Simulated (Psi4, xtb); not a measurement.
Two rigid molecules brought together: H4Ge ··· O2S (SMILES [GeH4] and O=S=O). Monomers: optimised at B3LYP-D3(BJ) (def2-TZVP), held rigid. Orientation: lowest of the rigid-body minima from ten starts at GFN2-xTB. The monomers approach along the line of their centres of mass (distance R); nothing else relaxes.

- GFN1-xTB (xtb)
- SCS-MP2/aug-cc-pVDZ = DF-SCS-MP2/aug-cc-pVDZ, frozen core, counterpoise-corrected (Psi4 1.11)
- PBE-D3(BJ)/def2-TZVP, counterpoise-corrected (Psi4)
- SAPT0/jun-cc-pVDZ, frozen core (Psi4)

Interaction energies in kJ/mol:

```tsv
R / Å	GFN1-xTB	SCS-MP2/aug-cc-pVDZ	PBE-D3(BJ)/def2-TZVP
2.40	-20.17	230.78	162.88
2.57	-57.31	140.72	93.50
2.81	-73.03	66.24	38.97
3.00	-70.82	34.15	16.69
3.23	-61.81	13.35	2.93
3.43	-52.41	4.43	-2.59
3.73	-39.20	-0.99	-5.42
3.98	-30.08	-2.20	-5.49
4.49	-16.76	-1.95	-3.83
5.16	-7.09	-1.01	-1.81
6.20	-1.59	-0.34	-0.52
7.48	-0.25	-0.11	-0.15
```

Problem. Predict the corresponding SAPT0/jun-cc-pVDZ column.

Solution. 2.40: 181.92; 2.57: 110.35; 2.81: 51.32; 3.00: 25.87; 3.23: 9.39; 3.43: 2.39; 3.73: -1.71; 3.98: -2.47; 4.49: -1.94; 5.16: -0.98; 6.20: -0.34; 7.48: -0.11 (kJ/mol).
